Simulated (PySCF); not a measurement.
**Worked example: oscillator strength and radiative lifetime**

Al(Cl)(H)(NHMe) (CH₅AlClN), SMILES [Cl][AlH][NH]C.

Geometry optimised at B3LYP-D3(BJ)/def2-SVP. The values are those of a single conformer.

PySCF 2.14.0 with TDA-PBE0/def2-SVPD puts the first singlet state with f over 0.02 at 5.73 eV (vertical), with the transition dipole (0.000, 0.000, -0.443) in atomic units.

Q: Find the oscillator strength, the wavelength and the radiative lifetime that this transition would have in vacuum if emission retraced absorption.

A: 
|μ|² = 0.1962 au, so |μ| = 1.13 D. ΔE = 5.73/27.211 = 0.2106 hartree. f = (2/3) ΔE |μ|² = 0.028 (the program prints 0.028).
λ = 1239.84/5.73 = 216 nm; ν = 46216 cm⁻¹.
Einstein's coefficient A = 0.6670 ν² f s⁻¹ (ν in cm⁻¹) = 3.9e7 s⁻¹, so τ = 1/A = 25 ns. This state is S1. The figure is the radiative limit of this one transition; relaxation, internal conversion, crossing to triplets and a medium change what is measured.
